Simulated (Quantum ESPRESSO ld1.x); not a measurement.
The numbers below are computed, except where a source is named.
Problem. The mean radii <r> (bohr) of the occupied orbitals of an atom or ion are listed with their occupations. Code: ld1.x of Quantum ESPRESSO 7.5. Model: scalar-relativistic Kohn-Sham, PBEsol, spin-unpolarised, spherical densities, point nucleus.

| orbital | occ. | <r> |
|---|---|---|
| 1s | 2 | 0.1767 |
| 2s | 2 | 1.006 |
| 2p | 5 | 1.105 |

Name the element and its charge.

Solution. Z = 9, fluorine, charge 0: F in [He] 2s2 2p5. The 1s radius gives Z: for a bare nucleus <r> = (2 gamma + 1)/(2Z) with gamma = sqrt(1 - (Z/c)^2), 0.1664 bohr for Z = 9, and screening makes it slightly larger (0.1767 here). The occupations add up to 9, and the charge is Z minus that.
